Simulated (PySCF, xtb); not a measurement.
(E)-3-chloropent-3-en-1-yne (C₅H₅Cl), SMILES C#C/C(Cl)=C\C.

Harmonic wavenumbers (cm⁻¹) from GFN2-xTB (xtb) at its own minimum, in rising order: 128, 128, 210, 217, 230, 388, 453, 495, 634, 657, 706, 828, 988, 1004, 1025, 1141, 1289, 1395, 1468, 1471, 1670, 2247, 2999, 3014, 3054, 3088, 3395.

### Question
What does B3LYP-D3(BJ)/def2-SVP run with PySCF give at its own minimum? (The exact figures need the calculation; the answer reports its results.)

### Answer
140, 149, 217, 246, 278, 418, 504, 614, 665, 694, 716, 846, 981, 1001, 1046, 1155, 1332, 1395, 1451, 1454, 1689, 2211, 3020, 3080, 3139, 3179, 3470. Paired by order, the mean absolute difference is 34 cm⁻¹ and the zero-point energies are 49.1 and 50.2 kcal/mol.
